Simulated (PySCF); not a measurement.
## Br (bromine, neutral): UHF calculation

Configuration: [Ar] 3d10 4s2 4p5, 2P determinant. All numbers are calculated (PySCF 2.14, scalar relativity by spin-free X2C-1e, in x2c-TZVPall (6s5p4d1f, 48 functions)).

* Total energy: -2604.414876 hartree
* One-electron energy: -3622.7682 hartree
* Hartree (Coulomb) energy: 1109.5392 hartree
* Exchange energy: -91.1858 hartree
* ⟨S²⟩: 0.7581
* ⟨L²⟩: 2.032
* Sum of ⟨r⟩: 25.70 bohr
* Sum of ⟨r²⟩: 39.91 bohr²
* Traceless quadrupole moment −½Σ⟨3z² − r²⟩ along its main axis: 2.11 e·bohr²
* Langevin diamagnetic susceptibility: -31.6 ×10⁻⁶ cm³/mol
* Time after the integrals: 0.21 s of wall time on 1 thread of Neoverse-V1 (shared host)

```json
{"shell": "1s α", "electrons": "1", "mean orbital energy (eV)": "-13557.2", "spread (eV)": "0", "rms radius, mean of both spins (bohr)": "0.0492"}
{"shell": "1s β", "electrons": "1", "mean orbital energy (eV)": "-13557.1", "spread (eV)": "0", "rms radius, mean of both spins (bohr)": "0.0492"}
{"shell": "2s α", "electrons": "1", "mean orbital energy (eV)": "-1825.7", "spread (eV)": "0", "rms radius, mean of both spins (bohr)": "0.205"}
{"shell": "2s β", "electrons": "1", "mean orbital energy (eV)": "-1825.7", "spread (eV)": "0", "rms radius, mean of both spins (bohr)": "0.205"}
{"shell": "2p α", "electrons": "3", "mean orbital energy (eV)": "-1605.3", "spread (eV)": "0.207", "rms radius, mean of both spins (bohr)": "0.183"}
{"shell": "2p β", "electrons": "3", "mean orbital energy (eV)": "-1605.2", "spread (eV)": "0.082", "rms radius, mean of both spins (bohr)": "0.183"}
{"shell": "3s α", "electrons": "1", "mean orbital energy (eV)": "-277.47", "spread (eV)": "0", "rms radius, mean of both spins (bohr)": "0.588"}
{"shell": "3s β", "electrons": "1", "mean orbital energy (eV)": "-277.25", "spread (eV)": "0", "rms radius, mean of both spins (bohr)": "0.588"}
{"shell": "3p α", "electrons": "3", "mean orbital energy (eV)": "-205.47", "spread (eV)": "0.639", "rms radius, mean of both spins (bohr)": "0.607"}
{"shell": "3p β", "electrons": "3", "mean orbital energy (eV)": "-205.17", "spread (eV)": "0.097", "rms radius, mean of both spins (bohr)": "0.607"}
{"shell": "3d α", "electrons": "5", "mean orbital energy (eV)": "-85.829", "spread (eV)": "0.602", "rms radius, mean of both spins (bohr)": "0.651"}
{"shell": "3d β", "electrons": "5", "mean orbital energy (eV)": "-85.677", "spread (eV)": "0.322", "rms radius, mean of both spins (bohr)": "0.651"}
{"shell": "4s α", "electrons": "1", "mean orbital energy (eV)": "-29.223", "spread (eV)": "0", "rms radius, mean of both spins (bohr)": "1.83"}
{"shell": "4s β", "electrons": "1", "mean orbital energy (eV)": "-26.326", "spread (eV)": "0", "rms radius, mean of both spins (bohr)": "1.83"}
{"shell": "4p α", "electrons": "3", "mean orbital energy (eV)": "-12.928", "spread (eV)": "1.883", "rms radius, mean of both spins (bohr)": "2.27"}
{"shell": "4p β", "electrons": "2", "mean orbital energy (eV)": "-11.743", "spread (eV)": "0", "rms radius, mean of both spins (bohr)": "2.27"}
```

Densities and radii are taken from the X2C orbitals without a picture-change correction, which distorts them close to the nucleus.
